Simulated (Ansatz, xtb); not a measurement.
# Relative energy of two structures of CH5B2Br

Structure I: `BCBBr`, a singlet. Structure II: a singlet given by its coordinates. Both are isolated molecules in the gas phase, relaxed with PBE-D3(BJ)/def2-SVP; the shapes shown needn't be the lowest conformers.

I (Å):

```xyz
9

C    -1.3897    1.8400   -0.8707
B    -1.1925    1.7907    0.6785
B    -0.6455    0.5886   -1.4302
Br   -1.6108   -0.9044   -2.1542
H    -2.1416    1.6352    1.4241
H    -0.0762    1.8780    1.1565
H    -2.4377    1.9386   -1.2058
H    -0.7454    2.6857   -1.2156
H     0.5618    0.4759   -1.4101
```

II (Å):

```json
{"atom": "C", "x (Å)": "0.4601", "y (Å)": "2.4339", "z (Å)": "-2.4778"}
{"atom": "B", "x (Å)": "-1.7450", "y (Å)": "1.0291", "z (Å)": "-0.8636"}
{"atom": "B", "x (Å)": "-0.3458", "y (Å)": "1.4090", "z (Å)": "-1.6357"}
{"atom": "Br", "x (Å)": "0.4912", "y (Å)": "-0.2824", "z (Å)": "-1.0032"}
{"atom": "H", "x (Å)": "-2.5947", "y (Å)": "0.3438", "z (Å)": "-1.4066"}
{"atom": "H", "x (Å)": "-1.9188", "y (Å)": "1.3149", "z (Å)": "0.3088"}
{"atom": "H", "x (Å)": "1.0110", "y (Å)": "3.0745", "z (Å)": "-1.7499"}
{"atom": "H", "x (Å)": "1.2239", "y (Å)": "1.9742", "z (Å)": "-3.1355"}
{"atom": "H", "x (Å)": "-0.1926", "y (Å)": "3.1100", "z (Å)": "-3.0650"}
```

Close contacts (Å): C1–B3 1.55, B2–B3 1.64, B2–Br4 2.60, B3–Br4 1.99, C1–H7 1.12, C1–H8 1.11, C1–H9 1.11, B2–H5 1.22, B2–H6 1.22.

Quicker runs give these differences E(II) − E(I): GFN2-xTB +54.4 kJ/mol; HF/STO-3G +27.1 kJ/mol (at GFN2-xTB geometries); r2SCAN-D4/def2-SVP +21.4 kJ/mol (at GFN2-xTB geometries).

Problem. Estimate E(II) − E(I) at the level CCSD(T)/def2-SVP + ΔMP2/def2-TZVPP.

Solution. Calculated at CCSD(T)/def2-SVP + ΔMP2/def2-TZVPP: E(II) − E(I) = +27.2 kJ/mol, so structure I lies lower.

Level by level:

| level | geometry | E(II) − E(I) (kJ/mol) | departure from the last row (kJ/mol) | job, with rough time for the two |
| --- | --- | --- | --- | --- |
| GFN2-xTB | GFN2-xTB | +54.4 | +27.2 | optimisation, 0.29 s |
| HF/STO-3G | GFN2-xTB | +27.1 | −0.1 | single point, 0.32 s |
| r2SCAN-D4/def2-SVP | GFN2-xTB | +21.4 | −5.8 | single point, 3.5 s |
| PBE-D3(BJ)/def2-SVP | PBE-D3(BJ)/def2-SVP | +17.2 | −10.0 | optimisation, 58 s |
| HF/def2-SVP | PBE-D3(BJ)/def2-SVP | +39.6 | +12.4 | part of the CCSD(T) run |
| MP2/def2-SVP | PBE-D3(BJ)/def2-SVP | +37.6 | +10.4 | part of the CCSD(T) run |
| CCSD(T)/def2-SVP | PBE-D3(BJ)/def2-SVP | +33.4 | +6.2 | single point |
| CCSD(T)/def2-SVP + ΔMP2/def2-TZVPP | PBE-D3(BJ)/def2-SVP | +27.2 |  | single point, 26 s |

None of the levels shown reverses the order. The largest departure from CCSD(T)/def2-SVP + ΔMP2/def2-TZVPP is that of GFN2-xTB, 27.2 kJ/mol. The last row adds to CCSD(T) the change of the MP2 difference between the two basis sets, here −6.2 kJ/mol.

With harmonic frequencies from PBE-D3(BJ)/def2-SVP (ideal gas, rigid rotor, one conformer each, 298.15 K, 1 atm): on the last row, ΔE + ΔZPE = +27.5, ΔH = +28.6, ΔG = +26.3 kJ/mol.

The correlated steps freeze 12 core orbitals; the filled d shell of Br is correlated, in a basis made for valence electrons. Run with Ansatz 0.2.0, xtb 6.7.1; the last row on 2 threads of Arm Neoverse V1 on a shared host.
